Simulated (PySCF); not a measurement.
## How methods differ on the excitation energy of Ca

Ca [Ar] 4s2 (1S) → Ca [Ar] 3d1 4s1 (3D), as a difference of total energies. All numbers are calculated (PySCF 2.14, the spin-free X2C one-electron Hamiltonian (Gaussian nucleus), in aug-cc-pwCVTZ-X2C with one added diffuse shell each of s, p, d, f type (10s9p7d4f, 100 functions)). Correlated levels: valence: [Ar] frozen. The calculations carry no spin-orbit coupling.

| method | excitation energy (cm⁻¹) |
| --- | --- |
| UHF | 18215 |
| MP2 (valence) | 21776 |
| SCS-MP2 (valence) | 23286 |
| CCSD (valence) | 22953 |

Errors of the correlated levels include the incompleteness of this basis and the frozen core.

With two correlated electrons CCSD is exact in that space.

Q: Which method comes closest to the reference value, and which is furthest?

A: The reference is 20357 cm⁻¹ (measured; NIST levels, between the centres of gravity of the two terms). Closest: MP2 (valence) (error 1419.4 cm⁻¹); furthest: SCS-MP2 (valence) (error 2929.1 cm⁻¹).
